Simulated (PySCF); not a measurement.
H7FSi3, SMILES F[SiH2][SiH2][SiH3] (GFN2-xTB optimised geometry):

```
11

F      2.444     0.314     0.867
Si     2.000    -0.981     0.000
Si    -0.308    -0.981     0.000
Si    -1.334     1.099     0.000
H      2.708    -2.063     0.679
H      2.658    -0.736    -1.281
H     -0.784    -1.786     1.141
H     -0.742    -1.773    -1.166
H     -0.601     2.063     0.824
H     -1.410     1.664    -1.352
H     -2.708     1.066     0.512
```

Computed with B3LYP/def2-TZVP (PySCF 2.14.0).

Problem. What are the frontier orbital energies and the dipole moment?

Solution. HOMO-2 -9.30 eV, HOMO-1 -8.79 eV, HOMO -8.24 eV, LUMO -1.28 eV, LUMO+1 -0.68 eV; dipole moment 1.52 D.

Meta-Löwdin charges at B3LYP/def2-TZVP: F1 -0.53, Si2 0.75, Si3 0.10, Si4 0.27, H5 -0.10, H6 -0.11, H7 -0.07, H8 -0.07, H9 -0.08, H10 -0.08, H11 -0.08.
